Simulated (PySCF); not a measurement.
SMILES B[C@@H]1OC2(CC2)[C@H]1Cl, C$_{5}$H$_{8}$BClO

Cartesian coordinates in Å; atom numbers follow the order of the lines, from 1:
```xyz
16

B     2.541   -0.217   -0.786
C     1.227   -0.692   -0.075
O    -0.012   -0.712   -0.827
C    -0.683    0.018    0.183
C    -2.069   -0.281    0.643
C    -1.768    1.008   -0.081
C     0.571    0.193    1.007
Cl    0.537   -0.458    2.655
H     3.459    0.030   -0.112
H     2.582   -0.134   -1.947
H     1.409   -1.704    0.323
H    -2.615   -1.043    0.111
H    -2.265   -0.245    1.704
H    -2.110    1.106   -1.099
H    -1.762    1.928    0.483
H     0.951    1.213    1.074
```

The calculation used TDDFT PBE0/def2-SVPD circular dichroism and optical rotation, one conformer, gas phase in PySCF. Geometry: GFN2-xTB.

States above about 7.0 eV (minus the energy of the highest occupied orbital) lie near or above the ionisation threshold and depend on the basis.

(1) Draw the ECD and absorption spectra from the lowest 16 states, each a Gaussian of half-width 0.35 eV at 1/e height.

Answers

(1) 
| E (eV) | λ (nm) | Δε (L mol⁻¹ cm⁻¹) | ε (L mol⁻¹ cm⁻¹) |
| --- | --- | --- | --- |
| 3.33 | 372 | -0.05 | 6.97 |
| 3.43 | 361 | -0.11 | 14.5 |
| 3.53 | 351 | -0.20 | 25.7 |
| 3.63 | 341 | -0.30 | 38.7 |
| 3.73 | 332 | -0.38 | 49.5 |
| 3.83 | 323 | -0.41 | 53.7 |
| 3.93 | 315 | -0.38 | 49.5 |
| 4.03 | 307 | -0.30 | 38.7 |
| 4.13 | 300 | -0.20 | 25.8 |
| 4.23 | 293 | -0.11 | 14.7 |
| 4.33 | 286 | -0.05 | 7.6 |
| 4.43 | 280 | -0.01 | 5.59 |
| 4.53 | 273 | +0.04 | 11.2 |
| 4.63 | 268 | +0.14 | 32.3 |
| 4.73 | 262 | +0.38 | 85.9 |
| 4.83 | 256 | +0.86 | 196 |
| 4.93 | 251 | +1.61 | 380 |
| 5.03 | 246 | +2.53 | 629 |
| 5.13 | 241 | +3.25 | 892 |
| 5.23 | 237 | +3.33 | 1090 |
| 5.33 | 232 | +2.49 | 1150 |
| 5.43 | 228 | +0.90 | 1070 |
| 5.53 | 224 | -0.88 | 887 |
| 5.63 | 220 | -2.26 | 686 |
| 5.73 | 216 | -2.96 | 536 |
| 5.83 | 212 | -2.98 | 481 |
| 5.93 | 209 | -2.35 | 530 |
| 6.03 | 205 | -0.88 | 669 |
| 6.13 | 202 | +1.63 | 879 |
| 6.23 | 199 | +4.93 | 1150 |
| 6.33 | 196 | +8.15 | 1490 |
| 6.43 | 193 | +10.21 | 1890 |
| 6.53 | 190 | +10.40 | 2310 |
| 6.63 | 187 | +8.78 | 2690 |
| 6.73 | 184 | +6.11 | 3000 |
| 6.83 | 181 | +3.37 | 3240 |
| 6.93 | 179 | +1.38 | 3400 |
| 7.03 | 176 | +0.38 | 3430 |
| 7.13 | 174 | -0.04 | 3270 |
| 7.23 | 171 | -0.64 | 2910 |
| 7.33 | 169 | -1.87 | 2420 |
| 7.43 | 167 | -3.54 | 1930 |

Δε uses R in velocity form, ε uses f in length form. Only the states computed contribute, so the short-wavelength end is incomplete.
